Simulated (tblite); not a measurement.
Problem. What does the GFN2-xTB structure of InChI=1S/C6H11O/c1-7-5-6-3-2-4-6/h5-6H,2-4H2,1H3 look like in three dimensions? (Doublet state.)

Solution. 
```xyz
18
C6H11O angstrom
C      3.2198    0.3792   -0.0255
O      2.0480   -0.3593    0.1823
C      0.8938    0.2136   -0.2910
C     -0.3641   -0.5010   -0.0831
C     -1.3714   -0.5414   -1.2649
C     -2.5091   -0.1774   -0.3039
C     -1.4754    0.1902    0.7662
H      3.4294    0.4990   -1.0952
H      4.0294   -0.1791    0.4421
H      3.1517    1.3739    0.4310
H      0.9287    1.2380   -0.6247
H     -0.1376   -1.4987    0.2932
H     -1.4566   -1.4957   -1.7795
H     -1.1673    0.2398   -1.9941
H     -3.1133   -1.0385   -0.0251
H     -3.1687    0.6254   -0.6270
H     -1.3130    1.2630    0.8485
H     -1.6331   -0.2247    1.7588
```

Orientation and origin are arbitrary. Atoms count from 1 in this order. C3 (carbon bonded to C, O and H) is almost planar (angles 122.5°, 118.4° and 118.1°, sum 359.0°, 0.08 Å off the plane of its three neighbours). Of the pairs four or more bonds apart, H10···H11 is among the closest relative to their van der Waals radii: 2.46 Å, 103 % of the sum of Bondi's values. O2 (oxygen bonded to 2 C) is bent (angle 115.6°). The 4-membered ring C4–C5–C6–C7 has internal angles of 87.9° to 89.9°; it is puckered, 0.09 Å rms from its mean plane, widest ring torsion 13°.

Bonds between heavy atoms (Å): C1–O2 1.401, O2–C3 1.373, C3–C4 1.462, C4–C5 1.553, C5–C6 1.533, C6–C7 1.533, C4–C7 1.560.

The geometry is computed with GFN2-xTB (gas phase). This method treats the open shell by occupation alone, without spin polarisation.

Point group: C1 (no symmetry element, even within 0.4 Å). Its GFN2-xTB frequencies are all real (lowest 37 cm⁻¹). Torsions: C1–O2–C3–C4 -179°, O2–C3–C4–C5 -138°, C3–C4–C5–C6 -134°, C4–C5–C6–C7 13°, C5–C6–C7–C4 -13°, C3–C4–C7–C6 133°.

One conformer stands for the species.
